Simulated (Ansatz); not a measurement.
An input meant for the cluster Mg₂Se₂⁻ (charge -1, doublet; atoms displaced at random, 0.03 Å in each coordinate).

```yaml
crystal:
  periodic: [false, false, false]
  atoms:
    - {symbol: Mg, position_ang: [-0.094504, -1.270632, 0.613466]}
    - {symbol: Mg, position_ang: [0.123021, 1.311146, -0.642739]}
    - {symbol: Se, position_ang: [-2.051481, 0.191333, -0.076426]}
    - {symbol: Se, position_ang: [2.028119, -0.192713, 0.012673]}
basis:
  gaussian: {orbitals: x2c-TZVPPall}
total_charge: -1
magnetization: {spin_polarized: true, initial_magnetization: 1}
hamiltonian: {xc: {name: PBE}, pseudopotentials: {relativity: scalar}}
charge: 1
output: {forces: true}
```

```sh
$ ansatz run in.yaml --threads 4 --pin off --events-out ev --progress --plain --max-ram 3916MiB
```

(1) Predict how Ansatz answers.

Answers

(1) The program refused the input. The input holds a key that doesn't belong there (the charge goes under total_charge).
```
Error: YAML parse error: error: line 13 column 1: unknown field `charge`, expected one of crystal, accuracy, basis, kpoints, hamiltonian, magnetization, projection, total_charge, correlation, batch, efield, external_charges, scf, relax, neb, saddle, md, ramp, phonons, dielectric, real_time, elastic, magnetic_configurations, gw, evaluate, workflow, output, checkpoint, execution
11 | magnetization: {spin_polarized: true, initial_magnetization: 1}
12 | hamiltonian: {xc: {name: PBE}, pseudopotentials: {relativity: sca…
13 | charge: 1
14 | output: {forces: true}
```
